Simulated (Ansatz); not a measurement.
CH4O (SMILES CO), charge 0, multiplicity 1, relaxed at each level with Ansatz (a quantum-chemistry and plane-wave program); harmonic frequencies from differences of analytic forces, average atomic masses, frozen cores.

Q: Give the equilibrium geometry, the harmonic frequencies and the zero-point energy at B3LYP/def2-TZVPP.

A: 
(charge 0, multiplicity 1):
```xyz
6

C     -0.6297     0.1549     0.1505
O      0.6793    -0.2467    -0.2285
H     -0.7991     0.0501     1.2271
H     -1.3242    -0.5016    -0.3704
H     -0.8467     1.1872    -0.1426
H      1.3172     0.3159     0.2165
```
Frequencies (cm⁻¹): 294, 1044, 1081, 1171, 1370, 1481, 1495, 1510, 2991, 3036, 3109, 3840. Zero-point energy 32.06 kcal/mol.

Q: Give the equilibrium geometry, the harmonic frequencies and the zero-point energy at CCSD(T)/cc-pVTZ.

A: 
(charge 0, multiplicity 1):
| atom | x (Å) | y (Å) | z (Å) |
|---|---|---|---|
| C | -0.6260 | 0.1542 | 0.1498 |
| O | 0.6809 | -0.2516 | -0.2326 |
| H | -0.7946 | 0.0501 | 1.2264 |
| H | -1.3247 | -0.5001 | -0.3691 |
| H | -0.8422 | 1.1867 | -0.1427 |
| H | 1.3034 | 0.3206 | 0.2208 |
Frequencies (cm⁻¹): 304, 1065, 1095, 1179, 1394, 1487, 1508, 1523, 3009, 3064, 3128, 3865. Zero-point energy 32.34 kcal/mol.
